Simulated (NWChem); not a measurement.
System: C$_{2}$H$_{7}$AlO; SMILES [CH3][Al]([CH3])[OH]

The following NWChem deck was run.

```
start job
memory heap 200 mb stack 900 mb global 1100 mb
geometry units angstroms noautoz
  Al    -0.003441     0.006224     0.070782
  C     -1.692776    -0.118066    -0.894291
  H     -2.548084    -0.206020    -0.206644
  H     -1.710571    -0.989363    -1.570894
  H     -1.859908     0.769779    -1.527943
  C      1.739204     0.115662    -0.816957
  H      1.925676    -0.790555    -1.419295
  H      2.587942     0.231599    -0.124456
  H      1.767213     0.963907    -1.522566
  O     -0.131049     0.012427     1.779110
  H      0.604475     0.071238     2.390407
end
basis spherical
  * library 6-311++g**
end
dft
  xc xtpss03 ctpss03
  iterations 150
  mulliken
end
task dft energy
```

Geometry: optimised at PBE0/def2-SVP.

What results follow from this input? (TPSS/6-311++G** (spherical d).) Quantities: basis functions; energy (Ha); highest occupied level (eV); orbital gap (eV); dipole (D).

number of basis functions: 145
energy (Ha): -398.24
highest occupied level (eV): -6.50
orbital gap (eV): 5.56
dipole (D): 1.37
